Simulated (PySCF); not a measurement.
CH3ClFNSi2, SMILES F[Si@]1([SiH2]C=N1)Cl. Geometry: B3LYP-D3(BJ)/def2-SVP. The structure was generated by enumeration; whether it is a known compound was not checked.

Calculation: B3LYP-D3(BJ)/def2-SVP in PySCF 2.14.0.

Harmonic wavenumbers (cm⁻¹): 95, 126, 214, 239, 295, 391, 466, 479, 570, 588, 657, 748, 772, 896, 917, 946, 1289, 1580, 2208, 2223, 3030. Rotational constants (GHz): 2.812, 1.348, 1.252; symmetry number 1.

Q: Work out the zero-point energy and the ideal-gas rigid-rotor harmonic-oscillator thermochemistry at 298.15 K and 1 atm.

A: ZPE = ½ Σ hcν = ½ × 18727 cm⁻¹ = 112.01 kJ/mol. H − E(el) = 133.82 kJ/mol. Entropy in J/(mol K): translation 170.35, rotation 119.69, vibration 69.16, total 359.20. G − E(el) = 26.73 kJ/mol. Cp = 114.53 J/(mol K). Modes under 150 cm⁻¹ make the vibrational entropy uncertain.
